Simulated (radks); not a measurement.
Values are calculated unless marked as measured or tabulated.
All-electron atom: the ruthenium ion Ru37+ in [He] 2s2 2p3. Level of theory: non-relativistic Kohn-Sham, LB94 model potential, spin-polarised, spherical densities, point nucleus; open shells are filled with parallel spins first (spin-orbit coupling, left out, can overturn this in heavy ions); relativity is left out, which matters for an element this heavy (a radial shooting solver on a logarithmic mesh with Libxc functionals).

Unscreened Slater integrals over Kohn-Sham orbitals (hartree). They are taken over the spin-up orbitals.

integral     value
F0(2p,2p)   7.4354
F2(2p,2p)   3.5709
F0(2p,2s)   6.7057
G1(2p,2s)   3.7308
F0(2p,1s)   10.023
G1(2p,1s)   1.9511
F0(2s,2s)   6.2558
F0(2s,1s)   8.7420
G0(2s,1s)  0.87018
F0(1s,1s)   27.193

Derived for the open shells (J is the average intra-shell exchange parameter used in DFT+U). 2p: J = F2/5 = 0.7142 hartree.
